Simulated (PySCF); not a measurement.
CH5Al2Cl2F.
Numbering: `[CH3:1][Al@@H-:2]1[Cl+:3][Al@H-:4]([F:5])[Cl+:6]1` (hydrogens: H7, H8, H9 on C1; H10 on Al2; H11 on Al4)

Computed by this run: PBE0-D3(BJ)/def2-SVP geometry optimisation, gas phase in PySCF; density fitting, grid level 1; the optimiser is geomeTRIC in internal coordinates, started from a GFN2-xTB structure with every atom displaced at random (about 0.01 Å).

Step 12: E = -42048.4086 eV
```
atom  x, y, z in Å  |  force x, y, z in eV/Å
C1     -2.1286    0.3216   -0.0208   -0.019  -0.415   0.113
Al2    -0.5369   -0.6805    0.4592    0.081   0.115  -0.076
Cl3     1.0661    0.8741    1.1222   -0.044   0.041   0.174
Al4     2.3961    0.1900   -0.5749    0.116  -0.191   0.101
F5      2.5688    1.4948   -1.5776    0.004   0.210  -0.239
Cl6     0.7791   -1.1740   -1.4319   -0.028   0.109   0.093
H7     -2.6422    0.6487    0.8995    0.008   0.069  -0.056
H8     -2.8194   -0.3613   -0.5445   -0.071   0.112  -0.065
H9     -1.9399    1.1953   -0.6583    0.036   0.028  -0.028
H10    -0.3304   -1.9287    1.3971   -0.100  -0.036   0.014
H11     3.6264   -0.6181   -0.0454    0.017  -0.042  -0.032
```

Step 13: E = -42048.4255 eV
```
atom  x, y, z in Å  |  force x, y, z in eV/Å
C1     -2.1357    0.2961   -0.0272    0.007  -0.160   0.070
Al2    -0.5391   -0.6958    0.4513    0.052   0.033  -0.048
Cl3     1.0714    0.8240    1.1893   -0.013   0.013   0.008
Al4     2.4121    0.2172   -0.5484    0.060  -0.073   0.054
F5      2.5851    1.5554   -1.5149    0.004   0.091  -0.095
Cl6     0.7768   -1.0821   -1.4583   -0.089   0.016   0.046
H7     -2.5052    0.8675    0.8406    0.003   0.020  -0.013
H8     -2.9366   -0.4022   -0.3224   -0.018   0.047  -0.030
H9     -1.9667    0.9988   -0.8560    0.023   0.026  -0.007
H10    -0.3601   -1.9863    1.3390   -0.038  -0.006   0.018
H11     3.6372   -0.6308   -0.0682    0.011  -0.006  -0.004
```

Step 14: E = -42048.4314 eV
```
atom  x, y, z in Å  |  force x, y, z in eV/Å
C1     -2.1284    0.2990   -0.0259   -0.013  -0.149   0.048
Al2    -0.5391   -0.6926    0.4677    0.054   0.010  -0.044
Cl3     1.0721    0.8342    1.1795   -0.009   0.005   0.049
Al4     2.4063    0.2122   -0.5577    0.073  -0.053   0.026
F5      2.5642    1.5371   -1.5463    0.000   0.081  -0.077
Cl6     0.7700   -1.1058   -1.4371   -0.068   0.003   0.047
H7     -2.5604    0.7936    0.8599   -0.001   0.027  -0.018
H8     -2.8949   -0.3882   -0.4217   -0.016   0.049  -0.026
H9     -1.9270    1.0669   -0.7870    0.018   0.026  -0.009
H10    -0.3659   -1.9719    1.3732   -0.035  -0.001   0.010
H11     3.6422   -0.6226   -0.0799   -0.001   0.002  -0.006
```

**Question.** Estimate the geometry and energy of step 15. (The exact step hangs on the optimiser's Hessian estimate; all steps are aligned on step 14, rigid shifts and turns removed.)

**Answer.** E = -42048.4350 eV, largest force 0.101 eV/Å
```
atom  x, y, z in Å  |  force x, y, z in eV/Å
C1     -2.1105    0.3005   -0.0289   -0.026  -0.069   0.015
Al2    -0.5406   -0.7006    0.4989   -0.002  -0.026  -0.034
Cl3     1.0775    0.8185    1.1933    0.050   0.021   0.085
Al4     2.3943    0.2127   -0.5684    0.050   0.001  -0.016
F5      2.5059    1.5298   -1.5772   -0.014   0.045  -0.013
Cl6     0.7567   -1.1334   -1.3990    0.008  -0.037   0.003
H7     -2.6063    0.7408    0.8519   -0.009   0.020  -0.016
H8     -2.8443   -0.3564   -0.5245   -0.016   0.027  -0.018
H9     -1.8583    1.1163   -0.7236   -0.001   0.013  -0.007
H10    -0.3942   -1.9718    1.4208   -0.023   0.002   0.001
H11     3.6591   -0.5946   -0.1187   -0.017   0.004  -0.001
```

The energy changes by -0.0036 eV. The first-order estimate −F·Δx gives -0.0074 eV and the mean of the old and new forces, exact on a quadratic surface, -0.0054 eV. The step makes an angle of 82° with the force vector and moves no atom by more than 0.119 Å.

What follows is the cost of the whole optimisation. On one thread of an Arm Neoverse V2, shared host, this took 2.4 min wall and 0.53 GiB of memory at its peak.
